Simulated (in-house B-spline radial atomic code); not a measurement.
RPA and G0W0 for Tb VIII (Tb7+), [Kr] 4d10 4f7 5s2 5p3, highest spin, as one setting changes: the highest l of the empty states. Start: PBE. A dash marks a level of low quasi-particle weight. Computed with an all-electron radial atomic-structure program (B-spline basis): all electrons, scalar-relativistic (spin-free one-electron X2C), finite nucleus, each spin shell either full or empty, empty states to the listed l with an (l + 1/2)⁻⁴ tail; G0W0 by contour deformation at full frequency.

Without the two-electron picture change, the correlation of inner shells comes somewhat too large for so heavy an element.

Spin-orbit coupling, left out, splits p levels strongly here.

```tsv
highest l of the empty states	RPA summed (Eh)	RPA extrapolated (Eh)	G0W0 level (eV)
5	-4.4381	-5.0575	4f up -121.49
6	-4.6606	-5.0428	4f up -121.59
7	-4.7788	-5.0204	4f up -121.57
8	?	?	?
9	-4.8837	-4.9886	4f up -121.56
10	?	?	?
11	-4.9234	-4.9757	4f up -121.54
```

Problem. What belongs in the row for 8?

Solution. RPA summed (Eh): -4.8449; RPA extrapolated (Eh): -5.0017; G0W0 level (eV): 4f up -121.58.

Problem. What belongs in the row for 10?

Solution. RPA summed (Eh): -4.9078; RPA extrapolated (Eh): -4.9807; G0W0 level (eV): 4f up -121.55.
